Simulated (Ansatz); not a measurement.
`[SiH3]/C=C\[SiH2]Cl` and `[SiH3]/C=C/Cl` differ in one atom or group (the configuration at the double bond changes too).

Ansatz, PBE0-D4/def2-TZVP geometries, multiplicity 1. Each molecule was computed in one conformer, which needn't be the lowest.

| property | `[SiH3]/C=C\[SiH2]Cl` |
| --- | --- |
| size of the dipole moment (B3LYP/def2-TZVPP) / D | 1.83 |
| HOMO energy (PBE0/def2-TZVPP) / eV | -8.27 |
| HOMO energy (ωB97M-V/def2-TZVPP) / eV | -10.46 |
| LUMO energy (PBE0/def2-TZVPP) / eV | -1.51 |
| LUMO energy (ωB97M-V/def2-TZVPP) / eV | 0.53 |
| HOMO–LUMO gap (PBE/def2-TZVPP) / eV | 4.68 |

(1) Give the same properties after the change, and the shifts. (An estimate is asked.)

Results:

(1) The calculation gave: 
| property | `[SiH3]/C=C/Cl` | shift |
| --- | --- | --- |
| size of the dipole moment (B3LYP/def2-TZVPP) / D | 0.73 | -1.10 |
| HOMO energy (PBE0/def2-TZVPP) / eV | -7.68 | 0.59 |
| HOMO energy (ωB97M-V/def2-TZVPP) / eV | -9.83 | 0.63 |
| LUMO energy (PBE0/def2-TZVPP) / eV | -0.77 | 0.74 |
| LUMO energy (ωB97M-V/def2-TZVPP) / eV | 1.35 | 0.82 |
| HOMO–LUMO gap (PBE/def2-TZVPP) / eV | 4.80 | 0.12 |

With PBE0 the HOMO rises by 0.59 eV and the LUMO rises by 0.74 eV, so the gap widens by about 0.15 eV. PBE moves the HOMO by 0.58 eV and ωB97M-V by 0.63 eV. Dipoles are sizes alone; their direction can turn.

B3LYP here is the variant with VWN-RPA as its local correlation; programs differ in this.
